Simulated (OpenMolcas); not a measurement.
**d6 ions of charge +3 down a group with 6 fluoride ligands in octahedral coordination**

```json
{"Program": "OpenMolcas", "Method": "SS-CASPT2, IPEA 0.25 Eh, imaginary shift 0.1 Eh", "Spin-orbit coupling": "state interaction with AMFI integrals over the reference wave functions"}
```

The d shell is active; CASPT2 correlates the ligand valence shells and the outer metal core. Anionic complexes are neutralised by point charges behind the ligands. Distances were set from a Shannon-type radius of the metal (high-spin where two are listed) plus a fixed donor radius (F 1.31 Å). Ligand basis ANO-RCC-VDZP, DKH2 Hamiltonian. States (labels of O, the rotations of Oh). Energies in cm-1 above the lowest state or level, χT in cm3 K/mol; under a threefold ground state the first gap can be a small split of the lowest multiplet, not the spin-orbit step; 10Dq and B are least-squares fits to the states below 45000 cm-1, weighted by degeneracy, with a free offset, and given where the rms deviation is under 5 % of |10Dq| (or 100 cm-1) and under 700 cm-1. Spin-only χT is S(S+1) / 2 for the spin of the ground state.

```csv
Ion,Shell,R (Å),Metal basis,Outer charge (e at Å behind ligand),Ground state,First state of that spin,10Dq,B (rms of fit),First gap with spin-orbit (degeneracies),χT at 300 K,First state of another spin,Spin-only χT
Co3+,3d6,1.92,ANO-RCC-VTZP,0.5 at 2.8,5T2,5E 12760,,,"260 (3, 2)",4.146,1A1 5520,3.000
Rh3+,4d6,1.98,ANO-RCC-VTZP,0.5 at 2.4,1A1,1T1 18620,,,"13830 (1, 2)",0.043,2S+1 = 3: 14450,0.000
Ir3+,5d6,1.99,ANO-RCC-VTZP,0.5 at 2.8,1A1,1T1 23610,25996,525 (232),"16980 (1, 2)",0.033,3T1 19050,0.000
```

The rows also differ in their outer charges, so part of each step comes from that.

Below the highest spin of the shell: Rh3+, Ir3+. χT departs most from the spin-only value for Co3+, by +1.146 cm3 K/mol.

Roots that are degenerate in the reference are averaged as groups; the widest CASPT2 spread within a group is 950 cm-1 (the 3-fold group of multiplicity 1 near 18600 cm-1 above the lowest state of its run, Rh3+). Shifts and gaps below about the spread of the groups concerned are not significant. Over all roots computed the reference weight is 0.67 to 0.72 in Co3+, 0.68 to 0.70 in Rh3+, 0.69 to 0.70 in Ir3+; the roots of lowest weight are the least certain, and an intruder state may touch them. Ligand-to-metal charge-transfer states are missing. With no ligand orbital active B as a rule stays too high, so bands that hang on it stand too high and its fall with covalency is understated. With one d shell and no ligand orbital active, 10Dq can be off by a tenth or more. An orbital triplet at a regular site is open to Jahn-Teller coupling, which can distort the site and quench the lowest spin-orbit gaps and is left out (holds for Co3+). This shell can be high or low spin here, a state of another spin lies low, and with metal d orbitals alone active their balance is uncertain, so the ground spin may be wrong (holds for Co3+). A single d shell leaves out the double-shell effect, which counts most for late 3d ions, where the CASPT2 field can be off either way by tens of per cent (holds for Co3+). These CASPT2 states fit no ligand-field parameters well, so their order and spin gaps are uncertain (holds for Co3+). The least metal-like active orbital is 81 % on the metal (Löwdin) and no ligand orbital is active, so the numbers are rough (holds for Rh3+). The least metal-like active orbital is 79 % on the metal (Löwdin) and no ligand orbital is active, so the numbers are rough (holds for Ir3+). No measured value stands beside these numbers; the geometry was imposed, not optimised, and the real ion may take another.

A state without a sure symmetry label is named by its multiplicity alone.
